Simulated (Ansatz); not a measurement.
BMe2(hfac) (C₇H₇BF₆O₂): single points at one geometry.

```yaml
crystal:
  periodic: [false, false, false]
  atoms:
    - {symbol: B, position_ang: [1.002485, -0.029898, 0.893158]}
    - {symbol: C, position_ang: [0.669642, 0.026667, 2.444242]}
    - {symbol: H, position_ang: [-0.412898, 0.094201, 2.647960]}
    - {symbol: H, position_ang: [1.149623, 0.901405, 2.913583]}
    - {symbol: H, position_ang: [1.050062, -0.870010, 2.960980]}
    - {symbol: C, position_ang: [2.504890, -0.131211, 0.390866]}
    - {symbol: H, position_ang: [2.587240, -0.168004, -0.709047]}
    - {symbol: H, position_ang: [2.993698, -1.034698, 0.791484]}
    - {symbol: H, position_ang: [3.090099, 0.736733, 0.737340]}
    - {symbol: O, position_ang: [0.347041, 1.240503, 0.209705]}
    - {symbol: C, position_ang: [-0.601529, 1.194962, -0.629578]}
    - {symbol: C, position_ang: [-1.054015, 2.569900, -1.121038]}
    - {symbol: F, position_ang: [-0.022626, 3.232568, -1.644867]}
    - {symbol: F, position_ang: [-1.540674, 3.278339, -0.099600]}
    - {symbol: F, position_ang: [-2.007987, 2.461891, -2.053500]}
    - {symbol: C, position_ang: [-1.213837, 0.028230, -1.085402]}
    - {symbol: C, position_ang: [-0.724848, -1.173435, -0.559641]}
    - {symbol: C, position_ang: [-1.348859, -2.493380, -1.023375]}
    - {symbol: F, position_ang: [-0.802199, -3.536387, -0.418288]}
    - {symbol: F, position_ang: [-1.186852, -2.624094, -2.347523]}
    - {symbol: F, position_ang: [-2.664737, -2.482612, -0.768961]}
    - {symbol: O, position_ang: [0.211514, -1.271035, 0.281555]}
    - {symbol: H, position_ang: [-2.025252, 0.049353, -1.810033]}
basis:
  gaussian: {orbitals: def2-TZVP, initial_orbitals: start.molden}
hamiltonian: {xc: pbe}
correlation: {method: rpa}
scf: {omitted_lower_state_checks: [starts]}
```

The file start.molden holds the orbitals of an earlier run on this structure, at another level or in another basis.

```sh
$ ansatz run in.yaml --threads 2 --pin off --events-out ev --progress --plain --max-ram 22528MiB --backend cuda --devices 0, --max-vram 18GiB
```

It prints (some lines left out):

```
Functional definition: PBE
3632 factors; integrals over basis functions are off by at most 1.2e-3 eV
mean field evaluation 1: about -28428.2177 eV, gradient 1.9e1 eV
mean field evaluation 2: about -28428.6084 eV, gradient 4.1e-1 eV
mean field evaluation 4: about -28428.5905 eV, gradient 1.1e-3 eV
mean field -28428.59049602 eV, -1044.7314311380 hartree, gradient 6.3e-6 eV, S^2 0.000000; 0 other end points of the search recorded, 0 dependent functions left out
16 core orbitals not correlated: weight in the atoms' cores, before any rotation towards them, 1.000 or more for the frozen orbitals, at most 0.000 for the correlated occupied ones
reference -28313.24297240 eV, -1040.4924878304 hartree; 46, 46 occupied and 476, 476 virtual orbitals, 3632 factors
Total energy: -28444.35965130 eV, -1045.3109369057 hartree
Checks for a lower state left out: starts
```

Hardware: 2 threads of AMD EPYC 7R13 on a shared host and a share (18 GiB) of an NVIDIA H100 80GB HBM3. Wall time 6.5 s, peak host memory 3.1 GiB.

As the first input, with `gaussian: {orbitals: def2-TZVP, fitting: {mean_field: def2-universal-jkfit}, initial_orbitals: start.molden}`, `hamiltonian: {xc: {name: CAM-B3LYP}, dispersion: d4}`, `output: {forces: true, orbitals: {seedname: orbitals}}` and without the key `correlation` (abridged; 6 s):

```
Functional definition: CAM-B3LYP
mean field -28449.23679750 eV, -1045.4901687230 hartree, gradient 2.4e-5 eV, S^2 0.000000
Total energy: -28449.81907259 eV, -1045.5115669378 hartree
Atom 0 force    -0.050889     0.034566    -0.048253 eV/Å
Atom 1 force     0.005159     0.004797     0.193918 eV/Å
Atom 2 force     0.334175    -0.021141    -0.062280 eV/Å
Atom 3 force    -0.158841    -0.275986    -0.143667 eV/Å
Atom 4 force    -0.126660     0.283746    -0.159293 eV/Å
Atom 5 force     0.192772    -0.009930    -0.016764 eV/Å
Atom 6 force    -0.024761     0.011108     0.339540 eV/Å
Atom 7 force    -0.151462     0.284824    -0.133501 eV/Å
Atom 8 force    -0.180762    -0.275089    -0.116659 eV/Å
Atom 9 force    -0.475247    -0.164637    -0.407234 eV/Å
Atom 10 force     0.235857    -0.592495     0.264610 eV/Å
Atom 11 force    -0.004142     0.036333    -0.008799 eV/Å
Atom 12 force    -0.208060    -0.080688     0.054375 eV/Å
Atom 13 force     0.054293    -0.090000    -0.202050 eV/Å
Atom 14 force     0.185047     0.076222     0.178406 eV/Å
Atom 15 force     0.159810     0.079962     0.132781 eV/Å
Atom 16 force     0.363950     0.514302     0.280083 eV/Å
Atom 17 force    -0.011711    -0.028479    -0.006295 eV/Å
Atom 18 force    -0.139297     0.157709    -0.142443 eV/Å
Atom 19 force    -0.030804    -0.034264     0.220054 eV/Å
Atom 20 force     0.214314    -0.057580    -0.042835 eV/Å
Atom 21 force    -0.526943     0.160418    -0.482171 eV/Å
Atom 22 force     0.344201    -0.013698     0.308475 eV/Å
Dipole moment:    -0.244403    -0.039345    -0.217484 e Å
Checks for a lower state left out: starts
```

As the first input, with `gaussian: {orbitals: def2-SVP, initial_orbitals: start.molden}`, `hamiltonian: {xc: pbe0, dispersion: d4}`, `output: {orbitals: {seedname: orbitals}}` and without the key `correlation` (abridged; 3.1 s):

```
Functional definition: PBE0
mean field -28396.04911338 eV, -1043.5355573834 hartree, gradient 2.4e-5 eV, S^2 0.000000
Total energy: -28396.62592218 eV, -1043.5567547158 hartree
Checks for a lower state left out: starts
```

The first input with `gaussian: {orbitals: def2-TZVP, fitting: {mean_field: def2-universal-jkfit}, initial_orbitals: start.molden}`, `hamiltonian: {xc: pbe, dispersion: d4}`, `output: {orbitals: {seedname: orbitals}}` and without the key `correlation` (abridged; 2.6 s):

```
Functional definition: PBE
mean field -28428.59818464 eV, -1044.7317136895 hartree, gradient 2.6e-5 eV, S^2 0.000000
Total energy: -28429.27096764 eV, -1044.7564380088 hartree
Checks for a lower state left out: starts
```

As the first input, with `gaussian: {orbitals: 6-31G}`, `hamiltonian: {xc: hf}`, `output: {orbitals: {seedname: orbitals}}` and without the key `correlation` (abridged; 1.5 s):

```
Functional definition: HF
mean field -28296.16611530 eV, -1039.8649249071 hartree, gradient 3.0e-5 eV, S^2 0.000000
Total energy: -28296.16611530 eV, -1039.8649249071 hartree
Checks for a lower state left out: starts
```

First input, but with `gaussian: {orbitals: STO-3G}`, `hamiltonian: {xc: hf}`, `output: {orbitals: {seedname: orbitals}}` and without the key `correlation` (abridged; 1.5 s):

```
Functional definition: HF
mean field -27926.79596251 eV, -1026.2908221602 hartree, gradient 5.9e-5 eV, S^2 0.000000
Total energy: -27926.79596251 eV, -1026.2908221602 hartree
Checks for a lower state left out: starts
```

As the first input, with `gaussian: {orbitals: def2-SVP, initial_orbitals: start.molden}`, `correlation: {method: ccsd_t}`, `output: {orbitals: {seedname: orbitals}}` and without the key `hamiltonian` (abridged; 15 s):

```
Functional definition: HF
mean field -28284.62219893 eV, -1039.4406938053 hartree, gradient 1.6e-6 eV, S^2 0.000000
16 core orbitals not correlated: weight in the atoms' cores, before any rotation towards them, 1.000 or more for the frozen orbitals, at most 0.000 for the correlated occupied ones
second order -67.30048497 eV of doubles, -0.00000000 eV of singles
cycle   1  -67.12258100 eV  change    1.8e-1 eV  update   2.0e-1
cycle   2  -68.70531284 eV  change    -1.6e0 eV  update   6.1e-2
cycle   3  -69.12724234 eV  change   -4.2e-1 eV  update   3.4e-2
cycle   4  -69.12244417 eV  change    4.8e-3 eV  update   9.5e-3
cycle   5  -69.10677080 eV  change    1.6e-2 eV  update   5.0e-3
cycle   6  -69.10877458 eV  change   -2.0e-3 eV  update   1.6e-3
cycle   7  -69.10855970 eV  change    2.1e-4 eV  update   6.8e-4
cycle   8  -69.10790069 eV  change    6.6e-4 eV  update   2.1e-4
cycle   9  -69.10795144 eV  change   -5.1e-5 eV  update   9.0e-5
cycle  10  -69.10808492 eV  change   -1.3e-4 eV  update   3.5e-5
cycle  11  -69.10803720 eV  change    4.8e-5 eV  update   2.0e-5
perturbative correction -1.97870785 eV, -0.0727161722 hartree
Total energy: -28355.70894398 eV, -1042.0530835014 hartree
Checks for a lower state left out: starts
```

Geometry: r2SCAN-D4/def2-SVP.

Correlated methods freeze 16 core orbitals. Single mean-field runs in def2-TZVP are fitted with def2-universal-jkfit.
